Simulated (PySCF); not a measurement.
Two structures of SiNH$_{5}$ClF, singlet, reached by relaxing down either side of one saddle point (PBE0-D4/def2-TZVP). Energies are electronic, without zero-point energy. PySCF 2.14 with density fitting (its default auxiliary sets; JK sets also for MP2 and CCSD(T)); basis: def2-TZVPP and def2-QZVPP; cores frozen in the correlated methods. Extrapolation: Hartree–Fock as exp(−7.88 √X), correlation as X^−2.97. First:

```xyz
9
angstrom
Si -0.5647 -0.7239 -0.6615
N 0.8036 0.0167 0.1157
H -0.2040 -1.6599 -1.7525
H -1.3388 -1.4094 0.3936
Cl -1.6625 0.7713 -1.5114
H 0.2447 1.1745 1.2723
F -0.0391 1.7578 1.9660
H 1.4406 0.5224 -0.4874
H 1.3398 -0.5953 0.7197
```

Second:

```
atom    x (Å)    y (Å)    z (Å)
 Si1  -0.9515   0.1030  -0.1033
  N2   1.3288  -0.2244   0.1600
  H3  -0.5845  -0.2319  -1.4919
  H4  -0.9663  -0.9456   0.9336
 Cl5  -3.0128   0.4169  -0.3356
  H6   1.5960  -0.0183   1.1163
  F7  -0.5109   1.5637   0.3960
  H8   1.8403   0.4103  -0.4430
  H9   1.6264  -1.1697  -0.0533
```

Q: Which bonds change from the first to the second?

A: SiNH₄Cl ([NH2][SiH2][Cl]) + HF → SiH₂ClF ([F][SiH2][Cl]) + NH₃; bonds formed: Si1–F7, N2–H6; bonds broken: Si1–N2, H6–F7.

Q: Give the saddle point's structure and its height above each. (An estimate is asked for; the value comes from the calculation.)

A: Computed: 19.80 kcal/mol above the first and 37.14 kcal/mol above the second (CCSD(T) at an estimated basis limit (MP2 extrapolated from triple and quadruple zeta, plus CCSD(T) − MP2 in triple zeta)).
```xyz
9
angstrom
Si -0.7456 -0.3359 -0.1269
N 1.0637 0.0131 -0.0712
H -0.7661 -1.4063 -1.1703
H -1.2881 -0.9839 1.0786
Cl -1.7907 1.1230 -1.1132
H 0.7345 0.7999 0.7720
F -0.2872 1.1629 1.3271
H 1.4406 0.3897 -0.9327
H 1.6389 -0.7623 0.2365
```

No T1 diagnostic of these runs exceeds 0.011.

Steps of this kind, hydrogen fluoride cutting a network bond, underlie vapour etching and the fluorination step of atomic layer etching.

Labels in which every atom is bracketed show which atoms are joined, not bond orders.

For scale, one of the runs: CCSD(T)/def2-TZVPP, 216 basis functions, launched by `OMP_NUM_THREADS=4 python run.py`. Hardware: 4 CPU threads of an Arm Neoverse V2, shared host. Wall time 10 min; peak host memory 3.4 GiB.
